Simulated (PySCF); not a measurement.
This PySCF input asks for the NMR shieldings of SMILES C=[CH][Al]([CH3])[S]C, C$_{4}$H$_{9}$AlS; the geometry comes from GFN2-xTB.

```python
import basis_set_exchange as bse
import numpy as np
from pyscf import gto, dft
from pyscf.prop import nmr

atoms = """
C     3.149373   -0.593376   -0.187258
C     1.950181   -1.173853   -0.162358
Al    0.228616   -0.202970   -0.214454
C    -0.116991    1.756479   -0.290417
S    -1.444967   -1.660431   -0.179578
C    -2.919288   -0.570131   -0.255764
H     3.258060    0.481162   -0.236310
H     4.080015   -1.147116   -0.160116
H     1.929697   -2.267773   -0.112485
H    -0.691750    2.072860   -1.168415
H     0.842694    2.279244   -0.338221
H    -0.644017    2.148258    0.587440
H    -2.625666    0.477383   -0.234719
H    -3.453662   -0.791419   -1.174503
H    -3.546709   -0.800327    0.599590
"""
names = dict.fromkeys(["C", "Al", "S", "H"], "pcSseg-1")
basis = {el: gto.basis.parse(bse.get_basis(n, elements=[el], fmt="nwchem")) for el, n in names.items()}
mol = gto.M(atom=atoms, basis=basis, charge=0, verbose=0)
mf = dft.RKS(mol, xc="PBE0")
mf.grids.level = 2
mf.grids.alignment = dft.numint.BLKSIZE   # the property module wants whole blocks of grid points
mf.conv_tol = 1e-9
mf.kernel()

calc = nmr.RKS(mf)   # GIAO
C = mf.mo_coeff
Co = C[:, mf.mo_occ > 0]
resp = mf.gen_response(singlet=True, hermi=2)
def vind(x):   # induced exchange potential for any number of trial vectors
    d = np.einsum("pi,xij,qj->xpq", C, 2 * x.reshape(-1, C.shape[1], Co.shape[1]), Co, optimize=True)
    return np.einsum("xpq,pi,qj->xij", resp(d - d.transpose(0, 2, 1)), C, Co, optimize=True).ravel()
mo1, _ = nmr.rhf.solve_mo1(calc, with_cphf=vind)
sigma = calc.kernel(mo1)
for i, s in enumerate(sigma):   # ppm
    print("%2d %-2s %9.2f" % (i, mol.atom_pure_symbol(i), np.trace(s) / 3))
```

Q: What does it print?

A: 
```
 0 C      37.60
 1 C      34.39
 2 Al    311.31
 3 C     200.65
 4 S     589.91
 5 C     173.04
 6 H      25.33
 7 H      24.94
 8 H      24.82
 9 H      31.58
10 H      31.49
11 H      31.61
12 H      29.45
13 H      29.36
14 H      29.38
```

These numbers come from an equivalent density-fitted implementation of the same equations, which agrees with the script to about 0.01 ppm for H and up to a few tenths of a ppm for heavy atoms, so last digits may differ.

Size and cost of the density-fitted run: 161 basis functions, 24 s wall time on 1 thread of an Arm Neoverse V1, shared host; peak memory 0.74 GiB.
